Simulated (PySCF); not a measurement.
Fill in the blanks.

Compound: C11H10.
InChI=1S/C11H10/c1-8-3-5-10-6-4-9(2)11(10)7-8/h3-7H,2H2,1H3

```json
{"property": "rotational constants A, B, C", "level": "PBE0-D3(BJ)/def2-SVP", "value": "2.226, 0.912, 0.650 GHz"}
{"property": "dipole moment", "level": "wB97X-D/def2-SVPD", "value": "0.48 D"}
{"property": "HOMO energy", "level": "wB97X-D/def2-SVPD", "value": "-7.84 eV"}
{"property": "LUMO energy", "level": "wB97X-D/def2-SVPD", "value": "-0.13 eV"}
{"property": "lowest singlet excitation", "level": "TDDFT wB97X-D/def2-SVPD", "value": "?"}
{"property": "strongest line among the 10 lowest singlet transitions", "level": "TDDFT wB97X-D/def2-SVPD", "value": "S3 at 5.33 eV (232 nm, f = 0.648)"}
{"property": "lowest triplet excitation (Tamm–Dancoff)", "level": "TDA wB97X-D/def2-SVPD", "value": "?"}
{"property": "static isotropic polarisability", "level": "wB97X-D/def2-SVPD", "value": "133.6 au"}
{"property": "electronic spatial extent ⟨r²⟩ about the centre of nuclear charge", "level": "wB97X-D/def2-SVPD", "value": "?"}
{"property": "13C chemical shifts (computed TMS as zero) by class", "level": "GIAO PBE0/pcSseg-1", "value": "?"}
{"property": "1H chemical shifts (computed TMS as zero) by class", "level": "GIAO PBE0/pcSseg-1", "value": "7.52 (1 H), 7.23 (1 H), 7.16 (1 H), 6.90 (1 H), 6.47 (1 H), 6.35 (1 H), 5.93 (1 H), 2.40 (3 H) ppm"}
{"property": "largest of the computed one-bond spin–spin couplings (means over like bonds)", "level": "B3LYP/pcJ-1, spin–dipole term left out", "value": "?"}
```

The electronic properties come from PySCF, for the isolated species, density fitting. Isolated species at its PBE0-D3(BJ)/def2-SVP geometry, gas phase. NMR classes are plain means over equivalent atoms (diastereotopic ones count apart unless rotation or inversion swaps them), as if these changed places fast; in this geometry the members of some classes differ.

**Question.** What is the lowest singlet excitation?

**Answer.** 3.68 eV (337 nm, f = 0.040).

**Question.** The 13C chemical shifts (computed TMS as zero) by class?

**Answer.** 155.2 (1 C), 145.5 (1 C), 141.1 (1 C), 140.3 (1 C), 139.7 (1 C), 135.5 (1 C), 134.3 (1 C), 125.7 (1 C), 125.6 (1 C), 121.9 (1 C), 23.4 (1 C) ppm.

**Question.** What is the electronic spatial extent ⟨r²⟩ about the centre of nuclear charge?

**Answer.** 1752 bohr².

**Question.** The lowest triplet excitation (Tamm–Dancoff)?

**Answer.** 2.61 eV.

**Question.** What are the largest of the computed one-bond spin–spin couplings (means over like bonds)?

**Answer.** 13C–1H +178.5, 13C–1H +174.8, 13C–1H +170.9, 13C–1H +168.8, 13C–1H +165.5, 13C–1H +163.1, 13C–1H +161.2, 13C–1H +132.8 (×3) Hz.

The polarisability is 19.80 Å³ as a volume (1 au = 0.148185 Å³), or 1.76 au for each of the 76 electrons. The principal polarisabilities are 73.2, 144.5 and 183.2 au; their mean is the isotropic value. The vertical singlet–triplet gap S1 − T1 is 1.07 eV (TDDFT singlet less Tamm–Dancoff triplet; S1: HOMO→LUMO, weight 0.92; T1: HOMO→LUMO, weight 0.80). The dipole equals about 1.6 × 10⁻³⁰ C·m (1 D = 3.33564 × 10⁻³⁰ C·m). No computed singlet falls in the visible range (750 to 380 nm, 1.65 to 3.26 eV); S1 lies 0.42 eV above its blue end. In wavenumbers S1 is 29700 cm⁻¹ (1 eV = 8065.54 cm⁻¹).
